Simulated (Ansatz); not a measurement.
Cl$_{5}$OSi$_{2}$ (SMILES Cl[Si](Cl)O[Si](Cl)(Cl)Cl), doublet, geometry from GFN2-xTB. Base run: Ansatz (a first-principles code) with CCSD/6-31G.

Ansatz was given this input:
Ansatz 0.2 input:
```yaml
crystal:
  periodic: [false, false, false]
  atoms:
    - {symbol: Cl, position_ang: [2.33479091, -1.71099388, -0.65737346]}
    - {symbol: Si, position_ang: [1.96416604, 0.09563765, 0.13919861]}
    - {symbol: Cl, position_ang: [2.26536782, 1.60419462, -1.15215974]}
    - {symbol: O, position_ang: [0.39041391, 0.13132362, 0.56182526]}
    - {symbol: Si, position_ang: [-1.21793879, 0.02038872, 0.40908795]}
    - {symbol: Cl, position_ang: [-1.96521701, 1.13640431, 1.88664262]}
    - {symbol: Cl, position_ang: [-1.69938760, -1.91143167, 0.60001890]}
    - {symbol: Cl, position_ang: [-1.73381843, 0.72447616, -1.39304682]}
basis:
  gaussian:
    orbitals: 6-31G
magnetization: {spin_polarized: true, initial_magnetization: 1}
correlation: {method: ccsd}
```

The base run was repeated with changes; each row names its change, and settings that it needs were set with it.

```tsv
change	ΔE vs base (kcal/mol)	MP2 correlation (Eh)	CC correlation without the perturbative part (Eh)	basis functions	core-seconds (rough)
base	0.000	-0.39772	-0.42960	100	20
fitting = cc-pVTZ-JKFIT (mean field), cc-pVTZ-RIFIT (correlation)	0.118	-0.39770	-0.42959	100	20
diis_vectors = 2	0.000	-0.39772	-0.42960	100	20
method = rpa	0.89	-	-	100	5
accuracy = high	-0.030	-0.39773	-0.42960	100	60
method = bccd_t	___	-0.39772	___	100	40
method = mp2	20.01	-0.39772	-	100	5
reference functional = pbe0	___	-	___	100	30
diis_vectors = 4	0.000	-0.39772	-0.42960	100	20
```

### Question
Fill in the missing entries.

### Answer

- method = bccd_t, ΔE vs base (kcal/mol): -6.55
- method = bccd_t, CC correlation without the perturbative part (Eh): -0.42764
- reference functional = pbe0, ΔE vs base (kcal/mol): 6.82
- reference functional = pbe0, CC correlation without the perturbative part (Eh): -0.45460
